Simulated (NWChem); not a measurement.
Species: C3H2N3, doublet; SMILES [c]1ncncn1

In the optimisation the excess spin sits in a (C2, its own frame).

Problem. Give the equilibrium geometry at PBE0/def2-SVP, spin-unrestricted (NWChem) as a list of bonds and angles, with the point group.

Solution. point group C2v; any orientation.
Bonds (Å): C1–N2 1.303, C1–N6 1.303, N2–C3 1.338, C3–N4 1.327, C3–H7 1.097, N4–C5 1.327, C5–N6 1.338, C5–H8 1.097. Bond angles (°): N2–C1–N6 129.1, C1–N2–C3 113.2, N2–C3–N4 124.4, N2–C3–H7 117.6, N4–C3–H7 117.9, C3–N4–C5 115.7, N4–C5–N6 124.4, N4–C5–H8 117.9, N6–C5–H8 117.6, C1–N6–C5 113.2.
